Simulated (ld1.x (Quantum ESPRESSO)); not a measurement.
## In (Z = 49), TM semilocal: configuration errors across variants

indium, norm-conserving Troullier–Martins (semilocal form), made with ld1.x (Quantum ESPRESSO) 7.5 (PBE, scalar-relativistic). Core [Kr] 4d10, reference 5s2 5p1. Waves: 5p (bound): rc 2.35 bohr; 5s (bound): rc 2.35 bohr. Local part: the s channel. Core correction: Bessel-smoothed model core inside 2.35 bohr.

All-electron excitation energies from the reference (eV): (1) 5s2 5p0 5.363; (2) 5s1 5p0 24.598; (3) 5s2 5p0.5 1.940; (4) 5s2 5p1.3 -0.532; (5) 5s1 5p2 5.841; (6) 5s0 5p3 11.947; (7) 5s1 5p1 11.956.

A semilocal file is local in each channel, so a ghost entry of none says nothing of the separable form that plane-wave codes build from it.

Errors AE − PS in meV (a dash: test not solved or not reliable):

```tsv
change	(1)	(2)	(3)	(4)	(5)	(6)	(7)	bound ghosts
base	-15	-200	-2.5	-0.2	-22	-87	-59	none
core correction Bessel-smoothed model core inside 0.88 bohr	-15	-212	-2.6	-0.2	-24	-95	-62	none
core correction Bessel-smoothed model core inside 1.24 bohr	-15	-212	-2.6	-0.2	-24	-95	-62	none
core correction Bessel-smoothed model core inside 1.98 bohr	-15	-210	-2.6	-0.2	-23	-92	-62	none
core correction Bessel-smoothed model core inside 2.46 bohr	-15	-195	-2.5	-0.2	-22	-85	-59	none
core correction Bessel-smoothed model core inside 2.64 bohr	-14	-187	-2.4	-0.2	-20	-78	-57	none
```

Problem. Give the same row for: core correction Bessel-smoothed model core inside 1.48 bohr.

Solution. -15, -212, -2.6, -0.2, -24, -95, -62; bound ghosts: none.
